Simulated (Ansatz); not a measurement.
Cartesian coordinates (Å):
SMILES: Bc1ccc2cc(O)cccc1-2
```xyz
21

B     -3.3643    -0.2293     0.3767
C     -2.0127     0.4471     0.3626
C     -1.7564     1.8155     0.6526
C     -0.4014     2.1135     0.5496
C      0.2839     0.9347     0.1839
C      1.6603     0.8409    -0.0137
C      2.4362    -0.2617    -0.3729
O      3.7723    -0.1127    -0.5077
C      1.9886    -1.5713    -0.6254
C      0.7045    -2.0864    -0.5834
C     -0.5100    -1.4545    -0.2788
C     -0.7353    -0.1320     0.0624
H     -4.3559     0.4096     0.6548
H     -3.4941    -1.4071     0.1159
H     -2.5361     2.5313     0.9212
H      0.0695     3.0820     0.7179
H      2.2140     1.7770     0.1367
H      4.0190     0.7998    -0.3226
H      2.7934    -2.2623    -0.8912
H      0.6284    -3.1504    -0.8254
H     -1.4039    -2.0837    -0.3133
```
Charge 0, multiplicity 1.

Method: frozen-core CCSD(T)/cc-pVDZ // PBE0-D3(BJ)/def2-SVP (Ansatz, a quantum-chemistry and plane-wave program). The restricted HF reference is unstable towards unrestricted orbitals.

```json
{
 "HF energy": "-483.44622 Ha",
 "MP2 correlation energy": "-1.57097 Ha"
}
```

Estimate the CCSD correlation energy, the (T) correction, the total energy and the T1 diagnostic.


```yaml
CCSD correlation energy: -1.62420 Ha
"(T) correction": -0.07662 Ha
CCSD(T) total energy: -485.14704 Ha
T1 diagnostic: 0.013
```
